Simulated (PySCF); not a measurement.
## C₆ coefficients of unlike pairs at PBE0

Calculated with PySCF 2.14 from the dipole response of each species, C₆(A,B) = (3/π) ∫ α_A(iu) α_B(iu) du, in atomic units, from isotropic polarisabilities. For ions this is the dispersion term alone; charge-induced terms of lower order in 1/R come first.

| species | configuration | basis | relativity | α (bohr³) | C₆ (like pair) |
| --- | --- | --- | --- | --- | --- |
| Br | [Ar] 3d10 4s2 4p5 (2P) | aug-cc-pVDZ-DK (6s5p3d) | spin-free X2C | 19.14 | 153.3 |
| Os | [Xe] 4f14 5d6 6s2 (5D) | aug-cc-pwCVTZ-PP with ECP60MDF (8s8p7d4f3g) | core potential | 58.16 | 659.0 |
| Cu+ | [Ar] 3d10 (1S) | def2-TZVPPD (6s6p4d2f1g) | none | 5.254 | 11.15 |
| Cl(3+) | [Ne] 3s2 3p2 (3P) | def2-TZVPPD (6s6p4d1f) | none | 4.377 | 11.88 |

Problem. Estimate C₆ for Cu+ with Os.

Solution. The integral gives 79.67. The combination rule 2 C_A C_B / (C_A α_B/α_A + C_B α_A/α_B) gives 80.32 and the geometric mean 85.72.

No spin-orbit coupling is included.

The other pairs:

| pair | C₆ |
| --- | --- |
| Cl(3+), Cu+ | 11.16 |
| Cu+, Br | 39.63 |
| Cl(3+), Os | 80.09 |
| Cl(3+), Br | 41.93 |
| Os, Br | 304.5 |
